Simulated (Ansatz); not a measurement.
Reaction (substitution at a C–C bond): `CC(C)=[Se]` + `C[NH][GeH]([OH])[Cl]` → `C[NH][GeH]([Cl])[O]C` + `CC=[Se]`

Gas-phase electronic energies from Ansatz, PBE0-D4/def2-TZVP geometries. CCSD(T)/CBS is the MP2 limit (def2-TZVPP, def2-QZVPP) plus CCSD(T) − MP2 in def2-TZVPP, frozen cores. DFT in def2-TZVPP. For Ge, Se outer-core shells are correlated without core-valence functions, which leaves a few kJ/mol of doubt a bond. Scalar relativity is left out up to krypton. One conformer a species, not always the lowest.

`CC(C)=[Se]`:

Cartesian coordinates in Å:
```
C 0.282 0.646 -1.061
C -0.432 -0.352 -0.217
C 0.004 -0.412 1.206
Se -1.706 -1.392 -0.858
H -0.078 0.647 -2.087
H 0.164 1.648 -0.633
H 1.358 0.437 -1.054
H -0.119 0.572 1.674
H -0.550 -1.155 1.774
H 1.076 -0.640 1.257
```

`C[NH][GeH]([OH])[Cl]`:

```xyz
11

C    -0.372    0.278    1.463
N    -0.263    0.832    0.123
Ge    0.534   -0.125   -1.194
O    -0.428   -1.581   -1.468
Cl    2.449   -0.933   -0.636
H     0.563    0.317    2.033
H    -0.676   -0.769    1.400
H    -1.143    0.809    2.027
H    -0.010    1.809    0.126
H     0.714    0.745   -2.442
H    -1.368   -1.382   -1.433
```

`C[NH][GeH]([Cl])[O]C`:

Cartesian coordinates in Å:
```
C 1.038 0.579 1.987
N 0.057 0.559 0.920
Ge 0.509 0.544 -0.837
Cl 2.027 -0.976 -1.016
O -0.928 0.104 -1.750
C -1.586 -1.119 -1.482
H 1.485 1.566 2.168
H 0.583 0.237 2.920
H 1.846 -0.116 1.750
H -0.751 1.134 1.113
H 1.040 1.817 -1.505
H -1.005 -1.970 -1.851
H -2.545 -1.098 -2.005
H -1.771 -1.260 -0.412
```

`CC=[Se]`:

Cartesian coordinates in Å:
```
C 0.561 -0.164 0.359
C -0.648 0.092 -0.452
Se -1.532 1.601 -0.552
H 1.381 -0.495 -0.290
H 0.374 -0.994 1.052
H 0.872 0.716 0.920
H -1.007 -0.756 -1.037
```

(1) Is it downhill or uphill in electronic energy at CCSD(T)/CBS, and by how much? (Best estimate.)

(2) What do these levels give: PBE-D4, ωB97X-V, ωB97M-V, SCS-MP2/def2-TZVPP, CCSD/def2-TZVPP, SCS-MP2/def2-QZVPP? (An estimate is asked.)

Largest T1 diagnostic among the species: 0.016.

## Answers

(1) The calculation gave: Uphill: ΔE = +79.1 kJ/mol.

(2) Computed: PBE-D4 77.3, ωB97X-V 73.7, ωB97M-V 76.6, SCS-MP2/def2-TZVPP 76.0, CCSD/def2-TZVPP 74.4, SCS-MP2/def2-QZVPP 78.3 kJ/mol.

In def2-TZVPP, CCSD(T) changes the Hartree–Fock value by +7.6 kJ/mol (the triples alone add +1.0 kJ/mol) and MP2 by +15.4 kJ/mol.
